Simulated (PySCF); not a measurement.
# Ionisation energy of Zn²⁺ by level of theory

Zn²⁺ [Ar] 3d10 (1S) → Zn³⁺ [Ar] 3d9 (2D), as a difference of total energies. Computed with PySCF 2.14 in aug-cc-pVDZ-PP with ECP10MDF (5s5p4d2f, 54 functions), with scalar relativity through the core potential. Correlated levels: valence: 3s2 3p6 frozen. The calculations carry no spin-orbit coupling.

```
           method  ionisation energy (eV)
              UHF                  37.027
    MP2 (valence)                  39.936
SCS-MP2 (valence)                  39.588
   CCSD (valence)                  39.312
CCSD(T) (valence)                  39.415
```

**Question.** How much does correlation contribute at CCSD(T) (valence)?

**Answer.** 39.415 − (37.027) = 2.388 eV, measured against UHF.

The reference lies between the lowest fine-structure levels, while these numbers refer to the centres of the terms.

Errors of the correlated levels include the incompleteness of this basis and the frozen core.

For comparison: 39.723 eV (measured; NIST Atomic Spectra Database, ionization energies).
